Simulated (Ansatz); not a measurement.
**Reading a saddle point**

A first-order saddle point of BH$_{3}$SOF$_{2}$, closed shell, PBE0-D4/def2-TZVP, with one imaginary mode of 1171i cm⁻¹:

B1  (-0.582, 0.344, -0.186)
S2  (1.486, 0.469, -0.555)
F3  (-1.237, -0.083, -1.272)
F4  (-0.997, 1.492, 0.385)
H5  (0.848, -0.498, 0.553)
O6  (-0.363, -0.750, 0.840)
H7  (1.485, -0.500, -1.487)
H8  (-0.639, -0.474, 1.722)
(Å)

Computed with Ansatz 0.2.0 (basis: def2-TZVPP and def2-QZVPP); correlated methods freeze the cores. Extrapolation: Hartree–Fock as exp(−7.88 √X), correlation as X^−2.97.

Q: Which contacts change along the imaginary mode, and what lies on either side? (A judgement: the text doesn't fix the answer.)

A: Computed: The step is BHSF₂ ([F][B]([F])[SH]) + H₂O → BHOF₂ ([OH][B]([F])[F]) + H₂S, with the molecules in contact on both sides. Shortening one way: B1–O6, S2–H5; lengthening the same way: B1–S2, H5–O6.
```
 pair  one side (Å)  saddle (Å)  other side (Å)
B1–O6          1.78        1.52            1.35
S2–H5          2.59        1.60            1.34
B1–S2          1.88        2.10            3.15
H5–O6          0.97        1.27            3.57
```

Q: Which side is lower, and how far does the saddle lie above each? (To be estimated.)

A: The calculation gives: The side with B1–O6, S2–H5 short is lower by 63.1 kJ/mol; the saddle lies 130.7 kJ/mol above it and 67.6 kJ/mol above the other (CCSD(T) at an estimated basis limit (MP2 extrapolated from triple and quadruple zeta, plus CCSD(T) − MP2 in triple zeta); electronic energies).

The T1 diagnostic stays at or below 0.013.

Labels in which every atom is bracketed show which atoms are joined, not bond orders.

For scale, one of the runs: CCSD(T)/def2-TZVPP, 208 basis functions, launched by `ansatz run in.yaml --threads 4 --pin off --events-out ev --progress --plain --max-ram 9574MiB`. Hardware: 4 CPU threads of an Arm Neoverse V1, shared host. Wall time 71 s; peak host memory 3 GiB.
